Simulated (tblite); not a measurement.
C6H10N2Si.
SMILES with atom numbers: `[CH:1]#[C:2][CH2:3][C@@H:4]([CH2:5][C:6]#[N:7])[NH:8][SiH3:9]` (hydrogens: H10 on C1; H11, H12 on C3; H13 on C4; H14, H15 on C5; H16 on N8; H17, H18, H19 on Si9)

Structure optimised with GFN2-xTB, isolated species.

Problem. Give the optimised bond lengths and angles.

Solution. 
```csv
bond,length (Å)
C1≡C2,1.197
C2–C3,1.448
C3–C4,1.544
C4–C5,1.545
C5–C6,1.437
C6≡N7,1.144
C4–N8,1.437
N8–Si9,1.721
C1–H10,1.049
C3–H11,1.094
C3–H12,1.093
C4–H13,1.095
C5–H14,1.093
C5–H15,1.094
N8–H16,1.011
Si9–H17,1.472
"Si9–H18, Si9–H19",1.461
```

Bonds in one row agree within 0.01 Å and their mean is given. A selection of angles:
```csv
angle,degrees
C2–C1–H10,177.6
C1–C2–C3,176.7
C2–C3–C4,111.2
C2–C3–H11,109.4
C2–C3–H12,109.1
C4–C3–H11,109.6
C4–C3–H12,108.8
H11–C3–H12,108.7
C3–C4–C5,110.1
C3–C4–N8,112.5
C3–C4–H13,108.3
C5–C4–N8,109.4
C5–C4–H13,108.8
N8–C4–H13,107.5
C4–C5–C6,111.2
C4–C5–H14,109.3
C4–C5–H15,109.4
C6–C5–H14,108.9
C6–C5–H15,109.1
H14–C5–H15,108.9
C5–C6–N7,178.5
C4–N8–Si9,123.5
C4–N8–H16,110.8
Si9–N8–H16,117.7
N8–Si9–H17,115.3
N8–Si9–H18,105.2
N8–Si9–H19,103.6
H17–Si9–H18,108.6
H18–Si9–H19,113.9
```

Torsions: C2–C3–C4–C5 -64° (synclinal); C3–C4–C5–C6 -65° (synclinal); C3–C4–N8–Si9 89° (synclinal).

The 2 C–N bonds span 1.144 Å (C6≡N7, drawn triple) to 1.437 Å (C4–N8, drawn single), a spread of 0.293 Å. Of the pairs four or more bonds apart, C2···H16 is among the closest relative to their van der Waals radii: 2.60 Å, 90 % of the sum of Bondi's values. Si9 (SiH3 silicon) is distorted tetrahedral (angles from 103.6° to 115.3°). The 5 C–C bonds span 1.197 Å (C1≡C2, drawn triple) to 1.545 Å (C4–C5, drawn single), a spread of 0.348 Å. N8 (silicon-bound nitrogen) has angles 123.5°, 117.7° and 110.8°, sum 352.0°, 0.22 Å off the plane of its three neighbours.

Point group: C1 (no symmetry element, even within 0.4 Å). Its GFN2-xTB frequencies are all real (lowest 43 cm⁻¹). The numbers are those of one conformer. 3 starts were optimised and ended at 0.00, 0.01 and 2.04 kcal/mol (GFN2-xTB); the lowest of these is shown.

All values are computed, not measured.
